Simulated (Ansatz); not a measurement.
Consider the ligand exchange at the Si–S bond: `O[SiH]([SiH3])S` + H₂Te → `O[SiH]([SiH3])[TeH]` + H₂S.

Gas-phase electronic energies from Ansatz, PBE0-D4/def2-TZVP geometries. CBS: MP2 limit from def2 TZ/QZ plus the TZ coupled-cluster correction, frozen cores. This one scheme is used for every species. Functionals use def2-TZVPP. B3LYP here is the variant with VWN-RPA as its local correlation; programs differ in this. Elements past krypton have def2 core potentials. For Te outer-core shells are correlated without core-valence functions, which leaves a few kJ/mol of doubt a bond. One conformer a species, not always the lowest.

(1) Is it downhill or uphill in electronic energy at CCSD(T)/CBS, and by how much? (An estimate is asked.)

(2) What do these levels give: PBE-D4, ωB97M-V, B3LYP, LC-ωPBE, CCSD(T)/def2-TZVPP, SCS-MP2/def2-QZVPP? (Estimate.)

(3) What do rigid-rotor, harmonic-oscillator terms from PBE0-D4/def2-TZVP frequencies (298.15 K, 1 bar) make of the CCSD(T)/CBS value? (Best estimate.)

Largest T1 diagnostic among the species: 0.012.

Answers

(1) Ansatz gave: Downhill: ΔE = -7.0 kJ/mol.

(2) The calculation gave: PBE-D4 -6.7, ωB97M-V -0.4, B3LYP 0.8, LC-ωPBE 1.2, CCSD(T)/def2-TZVPP -1.9, SCS-MP2/def2-QZVPP -5.9 kJ/mol.

(3) Computed: ΔZPE = +2.4 kJ/mol, ΔH = -3.6 kJ/mol, ΔS = 0 J/(mol·K), ΔG = -3.5 kJ/mol.

The D4 term adds −3.9 kJ/mol with B3LYP and −2.2 kJ/mol with PBE0; it sums over pairs of atoms, weighted by their polarisabilities, and B3LYP, whose exchange is more repulsive, gets the larger term. At CCSD(T), def2-SVP lies +5.3 kJ/mol from the extrapolated value and def2-TZVPP +5.2 kJ/mol.
